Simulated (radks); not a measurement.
Neutral chromium inside a hard spherical wall (all orbitals vanish at R), configuration held at [Ar] 3d5 4s1 and not refilled when levels cross. Calculated with a radial shooting solver on a logarithmic mesh with Libxc functionals: scalar-relativistic Kohn-Sham, LDA (Slater exchange, VWN5 correlation), spin-polarised, spherical densities, finite nucleus; open shells are filled with parallel spins first; Fermi nuclear charge, rms radius 3.6452 fm. Eigenvalues in eV for spin up, with the zero of energy where the potential of the charges vanishes at infinity; a dash marks a level that is unbound or too diffuse for the functional's potential to be trusted. A positive occupied level is held by the wall or, in an anion where self-interaction has pushed it up, behind a barrier. The pressure on the wall is -dE/dV.

| R (bohr) | E (hartree) | kinetic (hartree) | e(3s) | e(3p) | e(4s) | e(3d) | e(4p, empty) | e(5s, empty) | pressure (GPa) |
|---|---|---|---|---|---|---|---|---|---|
| free | -1048.67540 | 1058.761 | -74.349 | -46.135 | -4.637 | -3.890 | -1.296 | -0.023 | 0 |
| 20 | -1048.67540 | 1058.761 | -74.349 | -46.135 | -4.637 | -3.890 | -1.296 | 0.117 | < 0.0001 |
| 12 | -1048.67536 | 1058.761 | -74.343 | -46.130 | -4.633 | -3.885 | -1.261 | 0.959 | 0.000730 |
| 10 | -1048.67502 | 1058.765 | -74.312 | -46.099 | -4.607 | -3.856 | -1.158 | 1.946 | 0.00990 |
| 8 | -1048.67194 | 1058.788 | -74.130 | -45.917 | -4.441 | -3.686 | -0.746 | 4.484 | 0.139 |
| 6 | -1048.64450 | 1058.933 | -73.192 | -44.991 | -3.446 | -2.827 | 1.010 | 12.250 | 2.22 |
| 5 | -1048.58058 | 1059.206 | -71.760 | -43.587 | -1.644 | -1.508 | 3.699 | 22.226 | 10.2 |
| 3.5 | -1048.08211 | 1060.933 | -65.555 | -37.565 | 9.243 | 4.591 | 17.829 | 66.363 | 152 |
| 2.5 | -1045.98710 | 1067.815 | -52.478 | -24.578 | 45.192 | 19.519 | 59.064 | 174.81 | 1760 |
| 2 | -1041.59073 | 1082.055 | -34.856 | -6.066 | 105.46 | 41.157 | 122.58 | 324.61 | 8900 |
